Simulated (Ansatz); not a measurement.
Gas-phase electronic energies from Ansatz, PBE0-D4/def2-TZVP geometries. CCSD(T)/CBS adds triple-zeta CCSD(T) − MP2 to the extrapolated MP2 energy (def2 sets, frozen cores). Functionals use def2-TZVPP. One conformer a species, not always the lowest.

Reaction (isomerisation): `C[SiH2][SiH2]N` → `[SiH3]CN[SiH3]`

```
             level  ΔE (kJ/mol)
            PBE-D4         97.0
         revPBE-D4         92.1
      CAM-B3LYP-D4         81.8
           ωB97X-V         86.0
           ωB97M-V         84.3
           r2SCANh         95.3
SCS-MP2/def2-QZVPP         81.1
      HF/CBS(def2)         75.1
```

(1) What does CCSD(T)/CBS give? (Estimate.)

Largest T1 diagnostic among the species: 0.011.

Results:

(1) The calculation gave: +89.1 kJ/mol. The listed levels differ from it by 7.9, 3.0, -7.3, -3.1, -4.8, 6.2, -8.0, -14.0 kJ/mol.

At CCSD(T), def2-SVP lies −23.4 kJ/mol from the extrapolated value and def2-TZVPP −3.2 kJ/mol. In def2-TZVPP, CCSD(T) changes the Hartree–Fock value by +10.1 kJ/mol (the triples alone add +0.9 kJ/mol) and MP2 by +9.0 kJ/mol.

CCSD(T)/CBS has its own doubt, a few kJ/mol and more with outer-core shells, so smaller differences from it don't rank the levels.
